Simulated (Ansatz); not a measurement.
```yaml
crystal:
  periodic: [false, false, false]
  atoms:
    - {symbol: B, position_ang: [-0.370871, 0.589527, -0.709934]}
    - {symbol: C, position_ang: [0.707238, 0.357363, 0.391829]}
    - {symbol: O, position_ang: [0.896688, -1.057832, 0.480038]}
    - {symbol: Sb, position_ang: [-0.479731, -1.647756, -0.863491]}
    - {symbol: H, position_ang: [-0.861370, 1.585020, -1.140804]}
    - {symbol: H, position_ang: [0.350926, 0.763298, 1.356758]}
    - {symbol: H, position_ang: [1.663230, 0.873194, 0.202944]}
    - {symbol: H, position_ang: [-1.814009, -1.519915, 0.226862]}
basis:
  gaussian: {orbitals: def2-TZVPD}
hamiltonian: {xc: {name: HF}}
correlation: {active_space: {window: {electrons: 6, orbitals: 2}}}
```

```sh
$ ansatz run in.yaml --threads 2 --pin off --events-out ev --progress --plain --max-ram 4352MiB
```

It prints (some lines left out):

```
Functional definition: HF
1525 factors; integrals over basis functions are off by at most 8.1e-4 eV
mean field evaluation 1: about -10309.2776 eV, gradient 3.9e1 eV
mean field evaluation 2: about -10309.3591 eV, gradient 3.9e1 eV
mean field evaluation 4: about -10312.9704 eV, gradient 4.4e0 eV
mean field evaluation 8: about -10313.0539 eV, gradient 3.9e-1 eV
mean field -10313.05502262 eV, -378.9977816414 hartree, gradient 7.7e-6 eV, S^2 0.000000; 1 other end points of the search recorded, 0 dependent functions left out
reference -10313.05502262 eV, -378.9977816414 hartree; 23, 23 occupied and 183, 183 virtual orbitals, 1525 factors
Error: 6 electrons in 2 orbitals form no window around the highest filled level of the reference
```

**Question.** What is wrong with this run?

**Answer.** The active space doesn't fit the electrons. The run stopped with an error.
